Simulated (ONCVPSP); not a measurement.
# Cr (Z = 24): one change to an ONCV potential, before and after

ONCVPSP 4.0.1 input, shortened (lines: element, Z, core and valence counts, functional; n l f; lmax; l rc ep ncon nbas qcut; lloc lpopt rc5 dvloc0; l nproj debl; icmod fcfact rcfact), PBEsol, fully relativistic:

```
  Cr 24.00    3    4  -116133      upf
    1    0    2.00
    2    0    2.00
    2    1    6.00
    3    0    2.00
    3    1    6.00
    3    2    5.00
    4    0    1.00
    3
    0    1.25    0.00    3    8   12.50
    1    1.55    0.00    4    8    9.60
    2    1.50    0.00    3    7    8.20
    3    1.25    0.19    4    7    8.10
    3    5    1.25    0.00
    0    3    0.40
    1    2    1.30
    2    2    0.70
    3    0    1.00
    3    4.50    1.25
```

Open shells are filled in proportion to 2j + 1.

In the p channel the program set the typed energies aside and used -1.653, 0.250 Ha (j = l + 1/2; the other j can differ).

All-electron outer shells of the reference configuration (PBEsol, scalar-relativistic, ld1.x):

```csv
shell,level (eV),outermost node (bohr),outermost maximum (bohr)
2p,-560.29,–,0.20
3s,-73.77,0.36,0.78
3p,-45.34,0.33,0.80
4s,-4.02,1.12,2.74
3d,-2.93,–,0.84
```

Change: d: qcut 9.4.

Cutoffs: the cutoffs (Ha) at which the residual kinetic energy of the hardest occupied pseudo-wave falls to 1 and 0.1 mHa per electron; they do not see the model core or the augmentation charge, which bear on the density cutoff. Errors are all-electron minus pseudo energies relative to the spin-unpolarised reference configuration.

Q: How do hardness, ghosts and transferability respond?

A: The potential gets neither clearly harder nor softer (45 Ha and 60 Ha → 45 Ha and 54 Ha); of the 3 tests that both files solve, the error grows in 0 and shrinks in 2 by more than 15 % and 0.3 meV (median size 2.4 → 1.1 meV); neither file shows a bound ghost.

| quantity | base | changed |
| --- | --- | --- |
| cutoff, loose | 45 Ha | 45 Ha |
| cutoff, tight | 60 Ha | 54 Ha |
| loose cutoff by channel | s 45 Ha, p 27 Ha, d 31 Ha | s 45 Ha, p 27 Ha, d 36 Ha |
| bound ghosts | none | none |
| GHOST(+) flags under 300 eV | none | none |
| tests with a reliable result | 3 of 4 | 3 of 4 |
| error for 3s2 3p6 3d5 4s0, meV [ΔE 6.87 eV] | +4.3 | +3.5 |
| error for 3s2 3p6 3d4 4s0, meV [ΔE 22.89 eV] | -2.4 | +0.7 |
| error for 3s2 3p6 3d5 4s0.5, meV [ΔE 2.71 eV] | +1.3 | +1.1 |
| s: phases at 1.27 bohr within 0.05 rad from the reference energy up to (Ha; the scan ends near 5) | to the end of the scan | to the end of the scan |
| p3/2: phases at 1.58 bohr within 0.05 rad from the reference energy up to (Ha; the scan ends near 5) | to the end of the scan | to the end of the scan |
| p1/2: phases at 1.58 bohr within 0.05 rad from the reference energy up to (Ha; the scan ends near 5) | to the end of the scan | to the end of the scan |
| d5/2: phases at 1.52 bohr within 0.05 rad from the reference energy up to (Ha; the scan ends near 5) | to the end of the scan | to the end of the scan |
| d3/2: phases at 1.52 bohr within 0.05 rad from the reference energy up to (Ha; the scan ends near 5) | to the end of the scan | to the end of the scan |
| f7/2: phases at 1.27 bohr within 0.05 rad from the reference energy up to (Ha; the scan ends near 5) | to the end of the scan | to the end of the scan |
| f5/2: phases at 1.27 bohr within 0.05 rad from the reference energy up to (Ha; the scan ends near 5) | to the end of the scan | to the end of the scan |
| rms error of d²Exc/dni dnj with the model core, mHa | 6.30 | 6.34 |
